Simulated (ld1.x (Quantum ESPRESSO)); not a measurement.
**Before and after: TM semilocal potential for Ga**

```json
{"Element": "Ga (Z = 31)", "Generator": "ld1.x (Quantum ESPRESSO) 7.5", "Type": "norm-conserving Troullier–Martins (semilocal form)", "Functional": "PBEsol", "Relativity": "scalar-relativistic", "Frozen core": "[Ar] 3d10", "Valence charge": "3", "Reference configuration": "4s1 4p0 (charge +2)", "Partial waves": "4p (bound, empty): rc 1.55 bohr; 4s (bound): rc 1.45 bohr", "Local potential": "the s channel", "Core correction": "a·sin(br)/r model core inside 0.70 bohr"}
```

All-electron outer shells of the reference configuration (PBEsol, scalar-relativistic, ld1.x):

```json
{"shell": "4s", "level (eV)": "-26.03", "outermost node (bohr)": "0.80", "outermost maximum (bohr)": "1.78"}
{"shell": "4p", "level (eV)": "-17.65", "outermost node (bohr)": "0.86", "outermost maximum (bohr)": "2.12"}
```

Change: wave 4p (bound): rc 1.55 bohr becomes 4p (bound): rc 1.02 bohr.

Cutoffs: the cutoffs (Ry, on a coarse ladder) from which the occupation-weighted sum of valence levels, in a spherical-Bessel basis at the reference potential, stays within 10 and 1 mRy of its value at 400 Ry; they do not see the model core or the augmentation charge, which bear on the density cutoff. Errors are all-electron minus pseudo energies relative to the spin-unpolarised reference configuration.

**Question.** What does the change do?

**Answer.** The potential gets neither clearly harder nor softer (30 Ry and 70 Ry → 30 Ry and 70 Ry); of the 7 tests that both files solve, the error grows in 2 and shrinks in 3 by more than 15 % and 0.3 meV (median size 95.6 → 80.0 meV); neither file shows a bound ghost. A semilocal file is local in each channel, so a ghost entry of none says nothing of the separable form that plane-wave codes build from it.

| quantity | base | changed |
| --- | --- | --- |
| cutoff, loose | 30 Ry | 30 Ry |
| cutoff, tight | 70 Ry | 70 Ry |
| bound ghosts | none | none |
| error for 4s2 4p1, meV [ΔE -26.82 eV] | -150 | -64 |
| error for 4s2 4p0, meV [ΔE -21.14 eV] | -96 | -96 |
| error for 4s2 4p0.5, meV [ΔE -24.79 eV] | -130 | -84 |
| error for 4s2 4p1.3, meV [ΔE -27.35 eV] | -154 | -53 |
| error for 4s1 4p2, meV [ΔE -20.26 eV] | -69 | +80 |
| error for 4s1 4p1, meV [ΔE -13.73 eV] | -33 | +30 |
| error for 4s0 4p3, meV [ΔE -13.43 eV] | -24 | +142 |

Changed file: The cutoffs count occupied waves only; the empty 4p level needs 120 Ry at the loose tolerance.
